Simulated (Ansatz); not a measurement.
A nudged elastic band was laid between two geometries of Cl3GeH + H3Si (9 atoms, charge 0, multiplicity 2).

These are results of Ansatz, UHF/def2-SVP, not measurements.

```
movable images  : 5
climbing image  : yes
spring          : 5.0 eV/Å²
optimiser       : quadratic models (default)
start path      : through a guess of the saddle point
force threshold : 0.5 eV/Å
iteration limit : 60
end points      : relaxed
```

Image 0:

```xyz
9
Properties=species:S:1:pos:R:3
Ge 0.001 0.000 -0.991
H 0.000 0.000 0.521
Cl 2.003 0.000 -1.736
Cl -1.001 1.734 -1.736
Cl -1.000 -1.734 -1.736
Si 0.000 0.000 4.904
H -0.763 -1.187 5.353
H 1.409 -0.067 5.353
H -0.647 1.254 5.353
```

Image 6:

```xyz
9
Properties=species:S:1:pos:R:3
Ge 0.001 0.000 -1.066
H 0.000 0.000 2.881
Cl 2.020 0.000 -1.816
Cl -1.009 1.748 -1.816
Cl -1.008 -1.749 -1.816
Si 0.000 0.000 4.364
H -0.756 -1.176 4.851
H 1.396 -0.066 4.851
H -0.641 1.243 4.851
```

(1) Which bonds break or form, and what moves?

(2) What energy profile does the band end with?

(3) What is the geometry of the highest image?

Answers

(1) Bonds broken: Ge1–H2. Bonds formed: H2–Si6. Cl3GeH + H3Si becomes Cl3Ge + H4Si.

(2) The forces met the threshold. The highest image is number 3 of 0 to 6, 9.8 kcal/mol above the first end and 17.1 kcal/mol above the last; the last end lies 7.3 kcal/mol below the first. The threshold of 0.5 eV/Å is loose, so the images may lie well off the minimum-energy path. The order of the point at the top wasn't checked.

| image | path coordinate (Å) | energy (kcal/mol) | Ge1–H2 (Å) | H2–Si6 (Å) |
| --- | --- | --- | --- | --- |
| 0 | 0.00 | 0.0 | 1.51 | 4.38 |
| 1 | 1.05 | 0.2 | 1.51 | 3.68 |
| 2 | 2.10 | 1.7 | 1.51 | 3.00 |
| 3 | 3.16 | 9.8 | 1.57 | 2.24 |
| 4 | 4.14 | -4.1 | 2.65 | 1.49 |
| 5 | 5.13 | -6.9 | 3.29 | 1.48 |
| 6 | 6.11 | -7.3 | 3.95 | 1.48 |

(3) 
```xyz
9
Properties=species:S:1:pos:R:3
Ge 0.000 0.000 -0.073
H 0.000 0.000 1.500
Cl 2.026 0.000 -0.801
Cl -1.012 1.754 -0.801
Cl -1.012 -1.754 -0.801
Si 0.000 0.000 3.735
H -0.763 -1.188 4.175
H 1.410 -0.067 4.175
H -0.647 1.254 4.175
```

Run time: 4.9 min on 4 threads of AMD EPYC 7571, on a shared host, peak memory 0.53 GiB.
